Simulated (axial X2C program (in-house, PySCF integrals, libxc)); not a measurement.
## Ω levels of FCoF from open-shell CI on d6 s1 p(π)0

Computed with an axial X2C code built on PySCF integrals: two-component X2C with atomic mean-field Coulomb and Gaunt terms, basis F dyall-av3z, Co dyall-v3z (cores contracted in-house). Orbitals come from Hartree–Fock averaged over the configuration Co d6 s1 p(π)0; CI then distributes these electrons over the d, s, p(π) shells of Co.

F–Co–F held linear, both bonds 1.784 Å (near the minimum of the configuration average).

Active spinors (ω > 0):

| shell | ω | ε (eV) | character |
| --- | --- | --- | --- |
| d | 3/2 | -15.92 | 100% Co d |
| d | 5/2 | -15.77 | 100% Co d |
| d | 1/2 | -14.77 | 93% Co d |
| d | 3/2 | -14.69 | 93% Co d |
| d | 1/2 | -13.65 | 88% Co d, 8% F p |
| s | 1/2 | -3.41 | 53% Co s, 18% F p, 14% F s |
| p(π) | 1/2 | 1.35 | 77% Co p, 16% F p, 3% Co f |
| p(π) | 3/2 | 1.37 | 77% Co p, 16% F p, 3% Co f |

Lowest levels of this model:

```json
{"Ω": "7/2", "energy (cm⁻¹)": "0", "g∥": "10.00", "configuration": "55% d7 + 45% d6 s1"}
{"Ω": "5/2", "energy (cm⁻¹)": "277", "g∥": "6.01", "configuration": "55% d7 + 45% d6 s1"}
{"Ω": "3/2", "energy (cm⁻¹)": "579", "g∥": "2.01", "configuration": "55% d7 + 45% d6 s1"}
{"Ω": "1/2", "energy (cm⁻¹)": "902", "g∥": "2.00", "configuration": "55% d7 + 45% d6 s1"}
{"Ω": "5/2", "energy (cm⁻¹)": "6738", "g∥": "8.00", "configuration": "62% d7 + 37% d6 s1"}
{"Ω": "3/2", "energy (cm⁻¹)": "6841", "g∥": "4.01", "configuration": "63% d7 + 37% d6 s1"}
{"Ω": "1/2", "energy (cm⁻¹)": "6947", "g∥": "0.45", "configuration": "63% d7 + 37% d6 s1"}
{"Ω": "1/2", "energy (cm⁻¹)": "7139", "g∥": "3.55", "configuration": "63% d7 + 37% d6 s1"}
{"Ω": "9/2", "energy (cm⁻¹)": "8236", "g∥": "12.00", "configuration": "78% d7 + 22% d6 s1"}
{"Ω": "7/2", "energy (cm⁻¹)": "8702", "g∥": "8.00", "configuration": "78% d7 + 22% d6 s1"}
{"Ω": "5/2", "energy (cm⁻¹)": "9147", "g∥": "4.00", "configuration": "79% d7 + 21% d6 s1"}
{"Ω": "3/2", "energy (cm⁻¹)": "9572", "g∥": "0.00", "configuration": "79% d7 + 21% d6 s1"}
{"Ω": "3/2", "energy (cm⁻¹)": "10799", "g∥": "5.98", "configuration": "77% d7 + 23% d6 s1"}
{"Ω": "1/2", "energy (cm⁻¹)": "10853", "g∥": "2.00", "configuration": "77% d7 + 23% d6 s1"}
{"Ω": "5/2", "energy (cm⁻¹)": "19330", "g∥": "8.00", "configuration": "59% d7 + 41% d6 s1"}
{"Ω": "9/2", "energy (cm⁻¹)": "21398", "g∥": "9.99", "configuration": "58% d7 + 41% d6 s1"}
{"Ω": "7/2", "energy (cm⁻¹)": "22167", "g∥": "7.35", "configuration": "60% d7 + 40% d6 s1"}
{"Ω": "7/2", "energy (cm⁻¹)": "22382", "g∥": "6.65", "configuration": "60% d7 + 40% d6 s1"}
{"Ω": "9/2", "energy (cm⁻¹)": "23430", "g∥": "14.01", "configuration": "100% d6 s1"}
```

g∥ is the magnitude of 2⟨Lz + ge Sz⟩ for the +Ω component.

(1) From Ω and g∥ of the lowest level, whose 2⟨Lz + ge Sz⟩ is positive, find ⟨Sz⟩ and ⟨Lz⟩ (ge = 2.0023).

Occupations of the active spinors in the lowest level by ω, shell by shell in order of energy: -5/2: 0.01; -3/2: 0.99 0.01 0.00; -1/2: 0.99 0.67 0.31 0.00; 1/2: 0.02 0.86 0.14 0.00; 3/2: 1.00 1.00 0.00; 5/2: 1.00. The leading determinant has weight 0.54 among 773.

This point took 3.1 s on 1 thread of Arm Neoverse V2, on a shared host.

There is no dynamic correlation: spin–orbit spacings and, for f shells, spacings inside one term are the most reliable numbers, splittings between terms come out too wide, and energies between configurations are not reliable, so the lowest level need not be the ground state of the molecule. The lowest levels belong to d7, not to the averaged configuration, so orbitals and distance suit them less well. For d shells the ligand-field splittings (σ, π, δ) and their order can be off by a thousand cm⁻¹ or more. At most 4 roots were kept for each Ω > 0 (twice that for Ω = 0) within 3.2 eV of the lowest, so higher up levels can be missing between those listed; levels with Ω > 0 are doubly degenerate and listed once, Ω = 0 levels singly. States that fill the shells left empty in the average are placed too high. The molecule was held linear; bending was not examined.

## Answers

(1) Ω = ⟨Lz⟩ + ⟨Sz⟩ = 7/2 and ⟨Lz⟩ + ge⟨Sz⟩ = 5.000, so ⟨Sz⟩ = 1.50 and ⟨Lz⟩ = 2.00.
